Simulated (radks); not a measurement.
All-electron atom: the selenium ion Se3+ in [Ar] 3d10 4s2 4d1 (not the ground configuration). Method: scalar-relativistic Kohn-Sham, Wu-Cohen GGA, spin-unpolarised, spherical densities, finite nucleus; Fermi nuclear charge, rms radius 4.14 fm; computed with a radial shooting solver on a logarithmic mesh with Libxc functionals.

Unscreened Slater integrals over Kohn-Sham orbitals (eV). Empty in this configuration: 4p.

\begin{tabular}{lr}
integral & value \\ \hline
F0(4d,4d) & 9.4839 \\
F2(4d,4d) & 4.9488 \\
F4(4d,4d) & 3.2820 \\
F0(4d,4s) & 11.229 \\
G2(4d,4s) & 4.0773 \\
F0(4d,3d) & 12.675 \\
F2(4d,3d) & 2.0431 \\
F4(4d,3d) & 0.86545 \\
G0(4d,3d) & 0.77756 \\
G2(4d,3d) & 0.79684 \\
G4(4d,3d) & 0.57980 \\
F0(4d,3p) & 12.701 \\
F2(4d,3p) & 1.8583 \\
G1(4d,3p) & 0.63509 \\
G3(4d,3p) & 0.51851 \\
F0(4d,4p) & 10.837 \\
F2(4d,4p) & 5.2181 \\
G1(4d,4p) & 6.2020 \\
G3(4d,4p) & 3.8083 \\
F0(4s,4s) & 15.110 \\
F0(4s,3d) & 19.117 \\
G2(4s,3d) & 1.8154 \\
F0(4s,3p) & 19.246 \\
G1(4s,3p) & 1.3840 \\
F0(4s,4p) & 14.067 \\
G1(4s,4p) & 9.4818 \\
F0(3d,3d) & 40.002 \\
F2(3d,3d) & 19.013 \\
F4(3d,3d) & 11.931 \\
F0(3d,3p) & 40.660 \\
F2(3d,3p) & 19.464 \\
G1(3d,3p) & 23.639 \\
G3(3d,3p) & 14.596 \\
F0(3d,4p) & 17.043 \\
F2(3d,4p) & 3.8202 \\
G1(3d,4p) & 1.3617 \\
G3(3d,4p) & 1.2469 \\
F0(3p,3p) & 41.719 \\
F2(3p,3p) & 20.896 \\
F0(3p,4p) & 17.138 \\
F2(3p,4p) & 3.5908 \\
G0(3p,4p) & 0.92346 \\
G2(3p,4p) & 1.0740 \\
F0(4p,4p) & 13.242 \\
F2(4p,4p) & 7.0447 \\
\end{tabular}

Derived for the open shells (J is the average intra-shell exchange parameter used in DFT+U). 4d: Racah B = F2/49 - 5 F4/441 = 0.06379 eV, C = 35 F4/441 = 0.2605 eV, C/B = 4.08, F4/F2 = 0.663, J = (F2 + F4)/14 = 0.5879 eV.
